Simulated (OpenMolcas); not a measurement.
## Si3+: CASPT2 settings compared

```
Program             : OpenMolcas 26.06
Basis               : ANO-RCC-VDZ [4s3p]
Scalar Hamiltonian  : DKH3, point nucleus
Active space        : 1 electron in 4 orbitals (3s 3p)
State averaging     : 2S+1 = 2 even, 1 root; 2S+1 = 2 odd, 3 roots
Spin-orbit coupling : state interaction with AMFI integrals over the reference wave functions, term energies averaged over their components
```

Methods on the same reference wave functions:
A. CASSCF
B. SS-CASPT2, IPEA 0 Eh, sigma2 regulariser 0.3 Eh (closed shells correlated: 2s 2p)
C. SS-CASPT2, IPEA 0.2 Eh, real shift 0.5 Eh (closed shells correlated: 2s 2p)
D. SS-CASPT2, IPEA 0.3 Eh, imaginary shift 0.3 Eh (closed shells correlated: 2s 2p)

Energies in cm-1 above 3s 2S 1/2, the measured ground level; measured values from NIST levels in Kelleher and Podobedova, J. Phys. Chem. Ref. Data 37, 1285 (2008).

```json
{"Level": "3s 2S 1/2", "A": "0.0", "B": "0.0", "C": "0.0", "D": "0.0", "Measured": "0.0"}
{"Level": "3p 2P* 1/2", "A": "70124", "B": "70208", "C": "70207", "D": "70207", "Measured": "71288"}
{"Level": "3p 2P* 3/2", "A": "70467", "B": "70551", "C": "70550", "D": "70550", "Measured": "71749"}
```

Deviations, from unrounded energies. A percentage is the sum of absolute deviations over the sum of measured energies, with the sign that they share, or ± where signs differ.

```tsv
Against measurement	Levels	A	B	C	D
mean absolute deviation (cm-1)	2	1200	1100	1100	1100
other configurations (%)	2	-1.7	-1.6	-1.6	-1.6
```

B, C, D lie about equally close to measurement and A furthest from it. The largest miss of B in the table is 3p 2P* 3/2, by -1200 cm-1. The ranking rests on the paired levels alone, and a cruder setting can come out closer through cancelling errors.

Among B to D no level of the table moves by more than 5 cm-1.

The lowest spin-free term lies below A's lowest term by 0.004 hartree in B, 0.004 hartree in C, 0.004 hartree in D.

The basis is small and was not contracted for so high a charge. With one active electron the reference holds no correlation, so core polarisation is missing (holds for A). With one active electron, CASPT2 adds the correlation within the correlated inactive shells and between them and that electron, and leaves the splitting within a term as the reference gives it (holds for B; C; D). Computed and measured levels are paired by configuration, term and J; levels that our copy of the source lacks, or whose pairing is in doubt (as where it misses far off the trend of its configuration), stay unpaired and out of the deviations. Only configurations of the active space appear.

* marks odd parity.
